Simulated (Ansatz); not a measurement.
`[AlH2][S][SiH3]` + `OP[SiH3]` → `O[P]([AlH2])[SiH3]` + `[SiH3]S` at 600 K and 1 bar (ligand exchange at the Al–S bond).

Isolated molecules relaxed with PBE0-D4/def2-TZVP in Ansatz; ΔE leaves out vibrations. CCSD(T)/CBS is the MP2 limit (def2-TZVPP, def2-QZVPP) plus CCSD(T) − MP2 in def2-TZVPP, frozen cores. Each species was taken in one conformer, which may not be the lowest.

```json
{"species": "`[AlH2][S][SiH3]`", "CCSD(T)/CBS energy (Eh)": "-931.92152", "H − E (kJ/mol)": "160.7", "S (J/(mol·K))": "409.9"}
{"species": "`OP[SiH3]`", "CCSD(T)/CBS energy (Eh)": "-708.19371", "H − E (kJ/mol)": "177.3", "S (J/(mol·K))": "384.2"}
{"species": "`O[P]([AlH2])[SiH3]`", "CCSD(T)/CBS energy (Eh)": "-950.80994", "H − E (kJ/mol)": "211.2", "S (J/(mol·K))": "476.5"}
{"species": "`[SiH3]S`", "CCSD(T)/CBS energy (Eh)": "-689.27336", "H − E (kJ/mol)": "126.3", "S (J/(mol·K))": "326.2"}
```

H − E and S are ideal-gas, rigid-rotor, harmonic terms from PBE0-D4/def2-TZVP, for one conformer and one mirror image of each species. 1 Eh = 2625.50 kJ/mol, R = 8.31446 J/(mol·K).

Question: By hand: ΔE, ΔH, ΔS and ΔG.

Answer: ΔE = (-950.80994) + (-689.27336) − (-931.92152) − (-708.19371) = 0.03193 Eh = 83.8 kJ/mol. Δ(H − E) = 211.2 + 126.3 − 160.7 − 177.3 = -0.5, so ΔH = 83.3 kJ/mol. ΔS = 476.5 + 326.2 − 409.9 − 384.2 = 8.6 J/(mol·K). ΔG = 83.3 − 600 × (8.6)/1000 = 78.1 kJ/mol.

Question: By hand: the equilibrium constant, and the temperature at which ΔG would vanish if ΔH and ΔS stayed fixed.

Answer: log₁₀ K = −ΔG/(RT ln 10) = -6.8. ΔG = 0 at ΔH/ΔS = 9686 K, far beyond where these terms or the molecules hold.

The number of gas molecules stays the same, so ΔS is small and ΔH decides. A doubt of 5 kJ/mol in ΔE shifts log₁₀ K by 0.4 here. Other conformers and mirror images would add mixing entropy, several J/(mol·K) or more a flexible species. These are equilibria of isolated gas molecules and say nothing of rates. Largest T1 diagnostic: 0.014 (customary marks: 0.02 for closed shells, 0.045 for open ones).
